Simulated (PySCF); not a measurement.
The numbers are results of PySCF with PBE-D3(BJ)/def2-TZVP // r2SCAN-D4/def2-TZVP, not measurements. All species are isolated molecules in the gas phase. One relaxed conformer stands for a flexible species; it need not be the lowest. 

Reference species (SMILES): `[Cl][Ga]([Cl])[Cl]` (neutral, multiplicity 1).

```json
{
 "LUMO": "-2.88 eV",
 "HOMO–LUMO gap": "5.13 eV",
 "S1 oscillator strength": "0.000"
}
```

Changed species: `[SH][Ga]([Cl])[Cl]` (H–S–Ga–Cl torsion 180°) (1 of 3 Cl replaced by SH; the reference has 0 of 3 Cl replaced by SH).

### Question
Give the shifts of the LUMO, HOMO–LUMO gap and S1 oscillator strength.

### Answer
the LUMO rises by 0.39 eV, to -2.49 eV; the HOMO–LUMO gap decreases by 0.51 eV, to 4.62 eV; the S1 oscillator strength hardly moves.
